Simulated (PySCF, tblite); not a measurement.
Isomers of C5H17NSi2, one GFN2-xTB conformer each. Single-point energies are computed at PBE0/pcSseg-1 (PySCF, gas phase, no added dispersion term), electronic only.

Question: Rank them by PBE0/pcSseg-1 energy, lowest first (kJ/mol).
A. `[CH3:1][CH2:2][CH2:3][SiH2:4][CH2:5][N:6]([CH3:7])[SiH3:8]` with C1–C2–C3–Si4 -61°, C2–C3–Si4–C5 -161°, C3–Si4–C5–N6 159°, Si4–C5–N6–C7 67°
B. `[CH3:1][Si@H:2]([NH:3][SiH3:4])[C:5]([CH3:6])([CH3:7])[CH3:8]` with C1–Si2–N3–Si4 179°
C. `[CH3:1][NH:2][C@@:3]([CH3:4])([CH2:5][SiH3:6])[SiH2:7][CH3:8]` with C1–N2–C3–C4 -48°, N2–C3–C5–Si6 -173°, N2–C3–Si7–C8 58°
D. `[CH3:1][CH:2]([CH3:3])[NH:4][Si@@H:5]([CH3:6])[CH2:7][SiH3:8]` with C1–C2–N4–Si5 153°, C2–N4–Si5–C6 -174°, N4–Si5–C7–Si8 -52°
E. `[CH3:1][CH2:2][N:3]([CH3:4])[CH2:5][CH:6]([SiH3:7])[SiH3:8]` with C1–C2–N3–C4 69°, C2–N3–C5–C6 148°, N3–C5–C6–Si7 -159°

Answer: B (0.0), D (40.3), A (168.8), C (196.4), E (221.9).

As drawn, the lowest has an N–H bond, which the highest lacks. GFN2-xTB itself gives, in the same order: 0.0, 77.5, 80.3, 177.2, 135.6. Both levels put the same isomer lowest; measured from each level's own lowest isomer, the values differ by up to 88.5 kJ/mol (CCC[SiH2]CN(C)[SiH3]: 80.3 against 168.8).

Question: Which frontier levels, dipoles and rotational constants go with these structures?

Answer: 
| SMILES | HOMO (eV, PBE0/pcSseg-1) | LUMO (eV) | dipole (D) | A, B, C (MHz) |
| --- | --- | --- | --- | --- |
| C[Si@H](N[SiH3])C(C)(C)C | -6.96 | 0.48 | 0.98 | 1750, 986.5, 761.2 |
| CC(C)N[Si@@H](C)C[SiH3] | -6.62 | 0.91 | 0.99 | 1554, 891.1, 693.0 |
| CCC[SiH2]CN(C)[SiH3] | -6.04 | 0.57 | 0.93 | 3540, 485.6, 452.5 |
| CN[C@@](C)(C[SiH3])[SiH2]C | -6.24 | 0.78 | 1.26 | 1570, 996.9, 734.2 |
| CCN(C)CC([SiH3])[SiH3] | -6.61 | 0.71 | 2.40 | 2326, 744.4, 681.1 |

Question: What happens when harmonic zero-point energies from GFN2-xTB frequencies are added?

Answer: 
| SMILES | ZPE (kJ/mol) | electronic (kJ/mol) | with ZPE (kJ/mol) |
| --- | --- | --- | --- |
| C[Si@H](N[SiH3])C(C)(C)C | 540.3 | 0.0 | 0.0 |
| CC(C)N[Si@@H](C)C[SiH3] | 539.2 | 40.3 | 39.2 |
| CCC[SiH2]CN(C)[SiH3] | 536.2 | 168.8 | 164.7 |
| CN[C@@](C)(C[SiH3])[SiH2]C | 534.0 | 196.4 | 190.1 |
| CCN(C)CC([SiH3])[SiH3] | 531.9 | 221.9 | 213.5 |

The zero-point energies span 8.4 kJ/mol. The order is unchanged.

Question: As an exercise, what shares would exp(−E/RT) give at 1000 K from these electronic energies alone (no entropy, no degeneracies)?

Answer: RT = 8.314 kJ/mol: C[Si@H](N[SiH3])C(C)(C)C 99.2 %, CC(C)N[Si@@H](C)C[SiH3] 0.8 %, CCC[SiH2]CN(C)[SiH3] under 0.1 %, CN[C@@](C)(C[SiH3])[SiH2]C under 0.1 %, CCN(C)CC([SiH3])[SiH3] under 0.1 %.
